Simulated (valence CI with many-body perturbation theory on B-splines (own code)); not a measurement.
The numbers below are computed, except where a source is named.
## Energy levels of Pb⁵¹⁺

Method: relativistic CI+MBPT: three valence electrons over a frozen Dirac-Fock core [Ar] 3d10, radial functions for each j: 9 s, 9 p, 8 d, 6 f, 3 g, 1 h, with the one-electron correlation potential Σ1, the two-electron term Σ2, the three-electron term Σ3, Breit, model QED; selected CI, second order for the rest, scaled by the run's own slope (own B-spline code, finite nucleus).

The last digits are not significant, and no measured levels were compared; by estimate large intervals hold to a few tenths of a per cent, small ones and those within an open d or f shell to about a per cent.

Levels 1 to 34 of 34, with energies above the lowest level, (4s^2 4p1/2) J=1/2. "Leading %" is the weight of the configuration and term that name the level; weights of strongly mixed levels are sums over their largest components and can fall short, so below about 35 % the name and the second component can differ from the true leading terms, or belong to a minority configuration. In the jj column 3d3/2^4 stands for four electrons in 3d with j = 3/2.

| No. | Configuration | Term | J | E (eV) | Leading % | Leading jj | g |
| --- | --- | --- | --- | --- | --- | --- | --- |
| 1 | 4s²4p | ²P° | 1/2 | 0.00 | 100 | 4s^2 4p1/2 (100 %) | 0.657 |
| 2 | 4s4p² | ⁴P | 1/2 | 118.12 | 53 | 4s 4p1/2^2 (99 %) | 2.130 |
| 3 | 4s²4p | ²P° | 3/2 | 169.97 | 99 | 4s^2 4p3/2 (99 %) | 1.327 |
| 4 | 4s4p² | ⁴P | 3/2 | 272.13 | 90 | 4s 4p1/2 4p3/2 (99 %) | 1.645 |
| 5 | 4s4p² | ²D | 5/2 | 282.10 | 61 | 4s 4p1/2 4p3/2 (98 %) | 1.346 |
| 6 | 4s4p² | ²D | 3/2 | 295.83 | 60 | 4s 4p1/2 4p3/2 (95 %) | 0.992 |
| 7 | 4s4p² | ²P | 1/2 | 298.21 | 70 | 4s 4p1/2 4p3/2 (98 %) | 1.261 |
| 8 | 4s²4d | ²D | 3/2 | 360.25 | 95 | 4s^2 4d3/2 (95 %) | 0.809 |
| 9 | 4s²4d | ²D | 5/2 | 393.65 | 96 | 4s^2 4d5/2 (96 %) | 1.209 |
| 10 | 4p³ | ²P° | 3/2 | 413.58 | 46 | 4p1/2^2 4p3/2 (94 %) | 1.320 |
| 11 | 4s4p² | ⁴P | 5/2 | 449.34 | 58 | 4s 4p3/2^2 (96 %) | 1.426 |
| 12 | 4s4p4d | ⁴F° | 3/2 | 453.24 | 78 | 4s 4p1/2 4d3/2 (98 %) | 0.504 |
| 13 | 4s4p4d | ⁴F° | 5/2 | 462.18 | 45 | 4s 4p1/2 4d3/2 (97 %) | 1.031 |
| 14 | 4s4p² | ²S | 1/2 | 467.97 | 68 | 4s 4p3/2^2 (99 %) | 1.924 |
| 15 | 4s4p² | ²P | 3/2 | 471.84 | 61 | 4s 4p3/2^2 (98 %) | 1.197 |
| 16 | 4s4p4d | ⁴D° | 1/2 | 477.25 | 58 | 4s 4p1/2 4d3/2 (99 %) | 0.405 |
| 17 | 4s4p4d | ⁴D° | 3/2 | 479.24 | 34 | 4s 4p1/2 4d3/2 (93 %) | 1.281 |
| 18 | 4s4p4d | ⁴P° | 5/2 | 498.42 | 39 | 4s 4p1/2 4d5/2 (99 %) | 1.361 |
| 19 | 4s4p4d | ⁴F° | 7/2 | 505.22 | 44 | 4s 4p1/2 4d5/2 (97 %) | 1.243 |
| 20 | 4s4p4d | ²F° | 5/2 | 512.11 | 51 | 4s 4p1/2 4d5/2 (96 %) | 1.040 |
| 21 | 4s4p4d | ²D° | 3/2 | 513.96 | 39 | 4s 4p1/2 4d5/2 (90 %) | 1.114 |
| 22 | 4p³ | ⁴S° | 3/2 | 580.42 | 50 | 4p1/2 4p3/2^2 (95 %) | 1.422 |
| 23 | 4p³ | ²D° | 5/2 | 581.48 | 90 | 4p1/2 4p3/2^2 (90 %) | 1.171 |
| 24 | 4s²4f | ²F° | 5/2 | 589.86 | 94 | 4s^2 4f5/2 (94 %) | 0.856 |
| 25 | 4p³ | ²P° | 1/2 | 589.90 | 94 | 4p1/2 4p3/2^2 (94 %) | 0.658 |
| 26 | 4p²4d | ²D | 3/2 | 590.67 | 40 | 4p1/2^2 4d3/2 (99 %) | 0.777 |
| 27 | 4s²4f | ²F° | 7/2 | 600.96 | 95 | 4s^2 4f7/2 (95 %) | 1.142 |
| 28 | 4s4p4d | ⁴D° | 3/2 | 633.00 | 44 | 4s 4p3/2 4d3/2 (99 %) | 1.307 |
| 29 | 4s4p4d | ⁴P° | 1/2 | 633.10 | 85 | 4s 4p3/2 4d3/2 (99 %) | 2.280 |
| 30 | 4s4p4d | ⁴D° | 5/2 | 633.20 | 49 | 4s 4p3/2 4d3/2 (94 %) | 1.249 |
| 31 | 4p²4d | ²D | 5/2 | 633.55 | 32 | 4p1/2^2 4d5/2 (96 %) | 1.192 |
| 32 | 4s4p4d | ⁴F° | 7/2 | 637.96 | 40 | 4s 4p3/2 4d3/2 (88 %) | 1.253 |
| 33 | 4s4p4d | ²D° | 3/2 | 650.49 | 63 | 4s 4p3/2 4d3/2 (86 %) | 0.979 |
| 34 | 4s4p4d | ⁴F° | 9/2 | 656.34 | 100 | 4s 4p3/2 4d5/2 (100 %) | 1.327 |

The ionisation energy to 4s² ¹S0 of the next ion comes out as 3038 eV (NIST: 3036 ± 4 eV (theoretical)). All 34 levels together are meant to be complete up to 658.89 eV.
